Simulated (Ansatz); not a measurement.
`C=CCO` and `C=CC[O][AlH2]` differ in one atom or group.

Ansatz, PBE0-D4/def2-TZVP geometries, multiplicity 1. Each molecule was computed in one conformer, which needn't be the lowest.

```tsv
property	`C=CCO`
LUMO energy (ωB97M-V/def2-TZVPP) / eV	2.00
size of the dipole moment (ωB97M-V/def2-TZVPP) / D	1.53
HOMO energy (ωB97M-V/def2-TZVPP) / eV	-10.01
size of the dipole moment (B3LYP/def2-TZVPP) / D	1.51
LUMO energy (PBE0/def2-TZVPP) / eV	-0.08
HOMO energy (B3LYP/def2-TZVPP) / eV	-7.47
```

Give the same properties after the change, and the shifts. (Best estimate.)

The calculation gave: 
| property | `C=CC[O][AlH2]` | shift |
| --- | --- | --- |
| LUMO energy (ωB97M-V/def2-TZVPP) / eV | 0.60 | -1.40 |
| size of the dipole moment (ωB97M-V/def2-TZVPP) / D | 0.81 | -0.72 |
| HOMO energy (ωB97M-V/def2-TZVPP) / eV | -9.99 | 0.02 |
| size of the dipole moment (B3LYP/def2-TZVPP) / D | 0.81 | -0.70 |
| LUMO energy (PBE0/def2-TZVPP) / eV | -0.98 | -0.90 |
| HOMO energy (B3LYP/def2-TZVPP) / eV | -7.49 | -0.02 |

Dipoles are sizes alone; their direction can turn.

B3LYP here is the variant with VWN-RPA as its local correlation; programs differ in this.
